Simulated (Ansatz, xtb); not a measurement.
# Isomers of C3H10BPSi in order of energy

4 gas-phase structures of C3H10BPSi, from a drawn sample of its isomers (lower ones may exist). Each was relaxed with GFN2-xTB; where two conformers were screened, the lower at r2SCAN-D4/def2-SVP is listed:

A. `[SiH3]PBC1CC1`, a singlet
B. `C=C(C)BP[SiH3]`, a singlet
C. `BP[SiH2]CC=C`, a singlet
D. `BP[SiH2]C(=C)C`, a singlet

**Question.** Which do you expect lowest at r2SCAN-D4/def2-SVP, and how would the others follow?

**Answer.** Calculated order at r2SCAN-D4/def2-SVP: B (0.0), A (2.4), D (6.2), C (7.3) kcal/mol.

Energies above the lowest of each column, in kcal/mol; the last columns are at PBE-D3(BJ)/def2-SVP geometries:

| structure | GFN2-xTB | HF/STO-3G | r2SCAN-D4/def2-SVP | PBE-D3(BJ)/def2-SVP | CCSD(T)/def2-SVP + ΔMP2/def2-TZVPP |
| --- | --- | --- | --- | --- | --- |
| B | 4.3 | 5.8 | 0.0 | 0.0 | 0.0 |
| A | 0.0 | 0.0 | 2.4 | 3.3 | 5.7 |
| D | 7.5 | 8.5 | 6.2 | 6.9 | 4.9 |
| C | 9.4 | 10.1 | 7.3 | 7.6 | 5.7 |

CCSD(T)/def2-SVP + ΔMP2/def2-TZVPP puts B lowest; GFN2-xTB picks A, HF/STO-3G picks A. CCSD(T)/def2-SVP + ΔMP2/def2-TZVPP orders those it was run on as B (0.0), D (4.9), A (5.7), C (5.7) kcal/mol. Less than 1 kcal/mol parts D and A; A and C, so the order within those pairs means little. Flexible structures stand in one conformer each, not always the lowest. ΔMP2 is the change of the MP2 energy from the smaller to the larger basis.

Over these structures GFN2-xTB departs from r2SCAN-D4/def2-SVP by 1.9 kcal/mol on average once a common shift is removed. A GFN2-xTB relaxation took about 0.21 s and the r2SCAN-D4/def2-SVP energy about 1.6 s on a shared host (Ansatz 0.2.0, xtb 6.7.1).
